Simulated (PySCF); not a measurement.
Compound: n-butylgermane, C4H12Ge.
Cartesian coordinates in Å at the PBE0-D3(BJ)/def2-SVP level; atoms count from 1:
```
atom  x, y, z in Å
C1     2.0934   -0.0400    0.2945
C2     0.6452   -0.1867    0.7316
C3    -0.0936   -1.2999   -0.0006
C4    -1.5354   -1.5079    0.4540
Ge5   -2.7266    0.0310    0.1814
H6     2.6016    0.7716    0.8366
H7     2.1642    0.1839   -0.7821
H8     2.6613   -0.9674    0.4748
H9     0.1173    0.7715    0.5771
H10    0.5996   -0.3771    1.8189
H11    0.4675   -2.2433    0.1290
H12   -0.0740   -1.0908   -1.0856
H13   -1.9882   -2.3567   -0.0834
H14   -1.5710   -1.7679    1.5258
H15   -2.4943    1.1340    1.2334
H16   -2.4883    0.6376   -1.2180
H17   -4.1969   -0.4238    0.2799
```

Method used: PBE0-D3(BJ)/def2-SVP geometry optimisation, gas phase in PySCF 2.14.0.

Take the most abundant isotopes and a rigid rotor. The values belong to one conformer with, in the numbering `[CH3:1][CH2:2][CH2:3][CH2:4][GeH3:5]`, C1–C2–C3–C4 178°, C2–C3–C4–Ge5 62°.

Q: Give the principal moments of inertia and the rotational constants in MHz.

A: Ia = 66.76, Ib = 433.29, Ic = 471.36 u·Å²; 505379 MHz·u·Å²/I gives A = 7570, B = 1166, C = 1072 MHz.

Q: What kind of rotor is it?

A: A near-prolate asymmetric top: κ = (2 × 1166 − 7570 − 1072)/(7570 − 1072) = -0.97.

Q: What does the inertial defect say?

A: Not planar: Δ = Ic − Ia − Ib = -28.69 u·Å². For a rigid frame Δ = −2 Σ m c², so Σ m c² = 14.34 u·Å² lies off the ab plane: 10.72 from hydrogen and 3.62 from heavier atoms. The atom farthest from that plane is 1.46 Å away.

Q: Give the other two planar moments, Paa and Pbb, and the rms extents of the mass along the axes.

A: Paa = Σ m a² = (Ib + Ic − Ia)/2 = 418.94 and Pbb = Σ m b² = (Ia + Ic − Ib)/2 = 52.42 u·Å². With the mass M = 134.02 u, the rms extents √(P/M) along a, b and c are 1.77, 0.63, 0.33 Å.

Q: Which types of transition are allowed, and where do some lines up to J = 3 fall?

A: The dipole components are |μa| = 0.68 D, |μb| = 0.54 D, |μc| = 0.13 D. The squared components, which scale the intensities, stand as 1.00 : 0.64 : 0.04 (a : b : c). Some lines, for components of 0.1 D or more:

| type | branch | J(Ka,Kc) | MHz | lower level (cm⁻¹) |
| --- | --- | --- | --- | --- |
| a | R | 2(0,2) ← 1(0,1) | 4476 | 0.075 |
| c | Q | 3(1,3) ← 3(0,3) | 6172 | 0.448 |
| a | R | 3(1,3) ← 2(1,2) | 6574 | 0.434 |
| b | Q | 2(1,1) ← 2(0,2) | 6593 | 0.224 |
| c | R | 2(1,1) ← 1(0,1) | 11069 | 0.075 |
| c | Q | 2(2,1) ← 2(1,1) | 19209 | 0.444 |
| b | R | 2(2,1) ← 1(1,0) | 23781 | 0.291 |
| b | R | 3(2,2) ← 2(1,1) | 25925 | 0.444 |
| b | Q | 3(3,1) ← 3(2,2) | 32252 | 1.309 |
| c | R | 3(3,0) ← 2(2,0) | 38967 | 1.085 |
| c | R | 3(3,1) ← 2(2,1) | 38968 | 1.085 |

Stationary, but not proved a minimum. These are rigid-rotor constants of the computed structure; measured ground-state constants (B0) also hold zero-point vibration. A rigid rotor knows nothing of internal rotation, which can split or shift real lines.
